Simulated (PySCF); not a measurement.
H₄Cl₃GeNOSi, singlet, geometry from GFN2-xTB, atoms displaced at random by about 0.08 Å a coordinate; PBE0/STO-3G, gradient run with PySCF.

Here is a job for PySCF.
```python
from pyscf import gto, scf, dft

mol = gto.M(
    atom='''
Si   -2.409402   -0.216773    0.946140
N    -3.154435    0.111450   -0.591645
O    -0.905231    0.085058    0.983392
Ge    0.588009   -0.009505   -0.029542
Cl    0.765373   -1.834118   -0.580985
Cl    2.079960    0.589517    1.283414
Cl    0.438621    1.487625   -1.700309
H    -2.740506    0.546686    2.118983
H    -2.544739   -1.794039    1.075911
H    -2.816873    0.896976   -0.955032
H    -4.146970   -0.077385   -0.736992
''',
    basis='sto-3g',
    charge=0,
    spin=0,
    verbose=4,
)

mf = dft.RKS(mol)
mf.xc = 'pbe0'
mf.grids.level = 1
mf.kernel()
g = mf.nuc_grad_method()
g.grid_response = True
grad = g.kernel()
```

What the program printed (banner, timings and long lists left out):

```
PySCF version 2.14.0

[INPUT] verbose = 4
[INPUT] num. atoms = 11
[INPUT] num. electrons = 116
[INPUT] charge = 0
[INPUT] spin (= nelec alpha-beta = 2S) = 0
[INPUT] symmetry False subgroup None
[INPUT] Mole.unit = angstrom
[INPUT] Symbol           X                Y                Z      unit          X                Y                Z       unit  Magmom
[INPUT]  1 Si    -2.409402000000  -0.216773000000   0.946140000000 AA   -4.553109903979  -0.409641601200   1.787945475496 Bohr   0.0
[INPUT]  2 N     -3.154435000000   0.111450000000  -0.591645000000 AA   -5.961018227742   0.210609976583  -1.118047012968 Bohr   0.0
[INPUT]  3 O     -0.905231000000   0.085058000000   0.983392000000 AA   -1.710638669466   0.160736324703   1.858341553088 Bohr   0.0
[INPUT]  4 Ge     0.588009000000  -0.009505000000  -0.029542000000 AA    1.111175968779  -0.017961846814  -0.055826289172 Bohr   0.0
[INPUT]  5 Cl     0.765373000000  -1.834118000000  -0.580985000000 AA    1.446345353137  -3.465980700135  -1.097902532480 Bohr   0.0
[INPUT]  6 Cl     2.079960000000   0.589517000000   1.283414000000 AA    3.930554750050   1.114025675775   2.425300964433 Bohr   0.0
[INPUT]  7 Cl     0.438621000000   1.487625000000  -1.700309000000 AA    0.828873562483   2.811203826056  -3.213118337133 Bohr   0.0
[INPUT]  8 H     -2.740506000000   0.546686000000   2.118983000000 AA   -5.178805782727   1.033086816134   4.004297532609 Bohr   0.0
[INPUT]  9 H     -2.544739000000  -1.794039000000   1.075911000000 AA   -4.808859768500  -3.390242366789   2.033177124407 Bohr   0.0
[INPUT] 10 H     -2.816873000000   0.896976000000  -0.955032000000 AA   -5.323118497682   1.695038980308  -1.804748920196 Bohr   0.0
[INPUT] 11 H     -4.146970000000  -0.077385000000  -0.736992000000 AA   -7.836637546788  -0.146236456149  -1.392713035995 Bohr   0.0

nuclear repulsion = 1084.44219096074
number of shells = 38
number of NR pGTOs = 204
number of NR cGTOs = 68
basis = sto-3g
ecp = {}

******** <class 'pyscf.dft.rks.RKS'> ********
method = RKS
initial guess = minao
damping factor = 0
level_shift factor = 0
DIIS = <class 'pyscf.scf.diis.CDIIS'>
diis_start_cycle = 1
diis_space = 8
diis_damp = 0
SCF conv_tol = 1e-09
SCF conv_tol_grad = None
SCF max_cycles = 50
direct_scf = True
direct_scf_tol = 1e-13
XC library pyscf.dft.libxc version 7.1.2
    S. Lehtola, C. Steigemann, M. J. T. Oliveira, and M. A. L. Marques,  SoftwareX 7, 1–5 (2018)
XC functionals = pbe0
    C. Adamo and V. Barone,  J. Chem. Phys. 110, 6158 (1999)
    M. Ernzerhof and G. E. Scuseria,  J. Chem. Phys. 110, 5029 (1999)
radial grids:
    Treutler-Ahlrichs [JCP 102, 346 (1995); DOI:10.1063/1.469408] (M4) radial grids

becke partition: Becke, JCP 88, 2547 (1988); DOI:10.1063/1.454033
pruning grids: <function nwchem_prune>
grids dens level: 1
symmetrized grids: False
atomic radii adjust function: <function treutler_atomic_radii_adjust>
small_rho_cutoff = 0
Set gradient conv threshold to 3.16228e-05
Initial guess from minao.
tot grids = 52968
init E= -3832.30750139228
  HOMO = -0.440073361947896  LUMO = -0.345251588577575  gap/eV = 2.58023
cycle= 1 E= -3834.45348036137  delta_E= -2.15  |g|= 0.714  |ddm|= 4.33
  HOMO = -0.0125349302574638  LUMO = 0.0473349491967835  gap/eV = 1.62914
cycle= 2 E= -3834.19053200844  delta_E= 0.263  |g|= 1.26  |ddm|= 2.85
  HOMO = -0.132279340352008  LUMO = 0.0510516314502327  gap/eV = 4.98869
cycle= 3 E= -3834.62440096812  delta_E= -0.434  |g|= 0.176  |ddm|= 2.06
  HOMO = -0.175596811302544  LUMO = 0.037321741202055  gap/eV = 5.79381
cycle= 4 E= -3834.6336305196  delta_E= -0.00923  |g|= 0.0621  |ddm|= 0.378
  HOMO = -0.157332582552251  LUMO = 0.0334659229962178  gap/eV = 5.19189
cycle= 5 E= -3834.6348471876  delta_E= -0.00122  |g|= 0.00644  |ddm|= 0.0975
  HOMO = -0.15926034811746  LUMO = 0.0345299510638395  gap/eV = 5.27330
cycle= 6 E= -3834.63486537798  delta_E= -1.82e-05  |g|= 0.00103  |ddm|= 0.0166
  HOMO = -0.159295865579949  LUMO = 0.0344727637911564  gap/eV = 5.27271
cycle= 7 E= -3834.63486589878  delta_E= -5.21e-07  |g|= 0.000226  |ddm|= 0.00283
  HOMO = -0.159280993460098  LUMO = 0.0344859788068423  gap/eV = 5.27267
cycle= 8 E= -3834.63486592072  delta_E= -2.19e-08  |g|= 5.95e-05  |ddm|= 0.000557
  HOMO = -0.159283428468236  LUMO = 0.0344780676069848  gap/eV = 5.27252
cycle= 9 E= -3834.63486592231  delta_E= -1.59e-09  |g|= 8.06e-06  |ddm|= 0.000149
  HOMO = -0.159282124936823  LUMO = 0.0344774161738103  gap/eV = 5.27247
cycle= 10 E= -3834.63486592235  delta_E= -4.46e-11  |g|= 1.41e-06  |ddm|= 2.68e-05
  HOMO = -0.15928218472312  LUMO = 0.0344776977943473  gap/eV = 5.27247
Extra cycle  E= -3834.63486592234  delta_E= 1.18e-11  |g|= 1.29e-06  |ddm|= 6.86e-06
converged SCF energy = -3834.63486592234

******** <class 'pyscf.grad.rks.Gradients'> for <class 'pyscf.dft.rks.RKS'> ********
unit = Eh/Bohr
grid_response = True
--------------- RKS gradients ---------------
         x                y                z
0 Si     0.1067738275     0.0946676434     0.0062495792
1 N     0.0177300857     0.1111472980    -0.0751462742
2 O    -0.1846300281    -0.0333592387     0.0458159742
3 Ge     0.1004271698    -0.1068497926    -0.0457127908
4 Cl    -0.0162875568     0.1038022355     0.0393134187
5 Cl    -0.0203392846    -0.0094900683    -0.0131771192
6 Cl    -0.0026940449     0.0182712953    -0.0184485403
7 H     0.0202511707    -0.0013351953    -0.0062476468
8 H     0.0047527846    -0.0506663789    -0.0049021352
9 H    -0.0312113607    -0.1218249310     0.0675681799
10 H     0.0052272368    -0.0043628673     0.0046873545
----------------------------------------------
```
